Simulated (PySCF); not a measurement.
A side-by-side comparison of computed properties.

First species: C₄H₆N₂S.
SMILES: `Cc1n[nH]cc1S`

Second species: C2HFN2O.
InChI=1S/C2HFN2O/c3-2-5-4-1-6-2/h1H

Levels: CAM-B3LYP/def2-SVPD for dipole moment, HOMO energy, LUMO energy, HOMO–LUMO gap, static isotropic polarisability and electronic spatial extent ⟨r²⟩ about the centre of nuclear charge; TDDFT CAM-B3LYP/def2-SVPD for lowest singlet excitation; TDA CAM-B3LYP/def2-SVPD for lowest triplet excitation (Tamm–Dancoff); GFN2-xTB for rotational constant A and rotational constant C. Geometries: GFN2-xTB. Each species is one conformer at its optimised geometry, gas phase, non-relativistic unless stated. Electronic properties by PySCF.

Dipoles, sizes and rotational constants follow the conformer. The torsions of the flexible species, by atom-mapped SMILES:
- `[CH3:1][c:2]1[n:3][nH:4][cH:5][c:6]1[SH:7]`: H–S7–C6–C5 0°

```
                                                         property    column X   column Y
                                                    dipole moment      3.03 D     2.56 D
                                                      HOMO energy    -9.97 eV   -7.43 eV
                                                      LUMO energy     0.32 eV    0.92 eV
                                                    HOMO–LUMO gap    10.29 eV    8.35 eV
                                        lowest singlet excitation     6.06 eV    5.04 eV
                         lowest triplet excitation (Tamm–Dancoff)     4.72 eV    4.34 eV
                                  static isotropic polarisability     36.9 au    79.2 au
electronic spatial extent ⟨r²⟩ about the centre of nuclear charge   395 bohr²  886 bohr²
                                            rotational constant A  10.360 GHz  3.557 GHz
                                            rotational constant C   2.857 GHz  1.297 GHz
```

(1) Which column belongs to which species?

(2) How does each property change from the first species to the second?

Results:

(1) Column X is the second species and column Y the first. The first has 13 atoms and 60 electrons, the second 7 and 44.

(2) dipole moment +0.47 D; HOMO energy -2.54 eV; LUMO energy -0.60 eV; HOMO–LUMO gap +1.94 eV; lowest singlet excitation +1.02 eV; lowest triplet excitation (Tamm–Dancoff) +0.38 eV; static isotropic polarisability -42.3 au; electronic spatial extent ⟨r²⟩ about the centre of nuclear charge -491 bohr²; rotational constant A +6.803 GHz; rotational constant C +1.560 GHz.

On the first: In wavenumbers S1 is 40600 cm⁻¹ (1 eV = 8065.54 cm⁻¹). The principal polarisabilities are 54.9, 86.8 and 95.8 au; their mean is the isotropic value.

On the second: A dipole of 3.03 D is allowed in Cs, and pure rotational transitions are dipole-allowed. In wavenumbers S1 is 48900 cm⁻¹ (1 eV = 8065.54 cm⁻¹).
